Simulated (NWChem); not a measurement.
Molecule: C$_{4}$H$_{4}$OS; SMILES S1C=COC=C1

Results from NWChem. All runs use the structure optimised with PBE0/def2-SVP. Total energies compare along this basis series because the functional is fixed.

```json
[
 {"level": "Hartree-Fock/def2-SVP", "basis functions": "108", "energy (Ha)": "-625.8255", "highest occupied level (eV)": "-7.82", "orbital gap (eV)": "11.46", "dipole (D)": "0.98", "relative time": "1"},
 {"level": "Hartree-Fock/def2-SVPD", "basis functions": "162", "energy (Ha)": "-625.8436", "highest occupied level (eV)": "-7.92", "orbital gap (eV)": "10.30", "dipole (D)": "0.92", "relative time": "4"},
 {"level": "Hartree-Fock/def2-TZVP", "basis functions": "216", "energy (Ha)": "-626.2290", "highest occupied level (eV)": "-7.83", "orbital gap (eV)": "11.16", "dipole (D)": "0.93", "relative time": "5"},
 {"level": "Hartree-Fock/def2-TZVPP", "basis functions": "253", "energy (Ha)": "-626.2307", "highest occupied level (eV)": "-7.83", "orbital gap (eV)": "11.16", "dipole (D)": "0.92", "relative time": "8"}
]
```

The last column is a rough cost ratio, cheapest run = 1.
